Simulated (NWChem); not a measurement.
System: CH5GeNOSi; SMILES [GeH3][SiH2]N=C=O

Input file for NWChem:

```
start job
memory heap 200 mb stack 900 mb global 1100 mb
geometry units angstroms noautoz
  O      0.842368    -3.585600    -0.611678
  C      0.242659    -2.613348    -0.367330
  N     -0.379760    -1.623360    -0.112211
  Si    -1.153672    -0.122704     0.245342
  Ge     0.422072     1.653118     0.023237
  H     -2.293899     0.057947    -0.700419
  H     -1.688789    -0.186398     1.637137
  H     -0.252113     3.001623     0.339329
  H      1.596026     1.444698     0.996657
  H      0.971538     1.697433    -1.413855
end
basis spherical
  * library def2-tzvp
end
dft
  xc b3lyp
  iterations 150
  semidirect filesize 400000000
  mulliken
end
task dft energy
```

Output (shortened):

```
             Northwest Computational Chemistry Package (NWChem) 7.3.0
             --------------------------------------------------------

 C1  symmetry detected

                             Geometry "geometry" -> ""
                             -------------------------

 Output coordinates in angstroms (scale by  1.889725989 to convert to a.u.)

  No.       Tag          Charge          X              Y              Z
 ---- ---------------- ---------- -------------- -------------- --------------
    1 O                    8.0000     0.92446686    -3.62728185     0.00361290
    2 C                    6.0000     0.28747104    -2.64808599    -0.00291222
    3 N                    7.0000    -0.37410575    -1.65065345    -0.00635135
    4 Si                  14.0000    -1.20541037    -0.13816627     0.00186445
    5 Ge                  32.0000     0.38454719     1.63887471    -0.00010740
    6 H                    1.0000    -2.07731576    -0.07172758    -1.20750860
    7 H                    1.0000    -2.06654288    -0.07844693     1.21939672
    8 H                    1.0000    -0.34058357     2.99793078     0.00746188
    9 H                    1.0000     1.28221963     1.54812305     1.24692977
   10 H                    1.0000     1.27063679     1.55580262    -1.25591565

 Effective nuclear repulsion energy (a.u.)     371.5609334294

                                 NWChem DFT Module
                                 -----------------

 Summary of "ao basis" -> "ao basis" (spherical)
 ------------------------------------------------------------------------------
       Tag                 Description            Shells   Functions and Types
 ---------------- ------------------------------  ------  ---------------------
 O                         def2-tzvp                11       31   5s3p2d1f
 C                         def2-tzvp                11       31   5s3p2d1f
 N                         def2-tzvp                11       31   5s3p2d1f
 Si                        def2-tzvp                13       37   5s5p2d1f
 Ge                        def2-tzvp                16       48   6s5p4d1f
 H                         def2-tzvp                 4        6   3s1p

            General Information
            -------------------
          SCF calculation type: DFT
          Wavefunction type:  closed shell.
          No. of atoms     :    10
          No. of electrons :    72
           Alpha electrons :    36
            Beta electrons :    36
          Charge           :     0
          Spin multiplicity:     1
          Use of symmetry is: off; symmetry adaption is: off
          Maximum number of iterations: 150
          AO basis - number of functions:   208
                     number of shells:    82
          Convergence on energy requested:  1.00D-06
          Convergence on density requested:  1.00D-05
          Convergence on gradient requested:  5.00D-04

              XC Information
              --------------
                         B3LYP Method XC Potential
                     Hartree-Fock (Exact) Exchange  0.200
                        Slater Exchange Functional  0.800 local
                    Becke 1988 Exchange Functional  0.720 non-local
              Lee-Yang-Parr Correlation Functional  0.810
                  VWN I RPA Correlation Functional  0.190 local

             Grid Information
             ----------------
          Grid used for XC integration:  medium
          Radial quadrature: Mura-Knowles
          Angular quadrature: Lebedev.
          Tag              B.-S. Rad. Rad. Pts. Rad. Cut. Ang. Pts.
          ---              ---------- --------- --------- ---------
          O                   0.60       49          15.0       434
          C                   0.70       49          14.0       434
          N                   0.65       49          12.0       434
          Si                  1.10       88          10.0       590
          Ge                  1.25      112          12.0       590
          H                   0.35       45          14.0       434
          Grid pruning is: on
          Number of quadrature shells:   572
          Spatial weights used:  Erf1

      Superposition of Atomic Density Guess
      -------------------------------------

 Sum of atomic energies:       -2533.40770611

      Non-variational initial energy
      ------------------------------

 Total energy =   -2535.521984
 1-e energy   =   -4265.430947
 2-e energy   =    1358.348029
 HOMO         =      -0.298541
 LUMO         =       0.029280

------------------------------------------------------------
EAF file 0: "./job.aoints.0" size=537919488 bytes
------------------------------------------------------------
               write      read    awrite     aread      wait
               -----      ----    ------     -----      ----
     calls:     1026         0         0         0         0
   data(b): 5.38e+08  0.00e+00  0.00e+00  0.00e+00
   time(s): 0.00e+00  0.00e+00  0.00e+00  0.00e+00  0.00e+00
rate(mb/s): 0.00e+00  0.00e+00
------------------------------------------------------------

     ---------------------------------------------
      Total Density - Mulliken Population Analysis
     ---------------------------------------------

[...]
```

Level: B3LYP/def2-TZVP. All runs use the structure optimised with PBE0/def2-SVP.
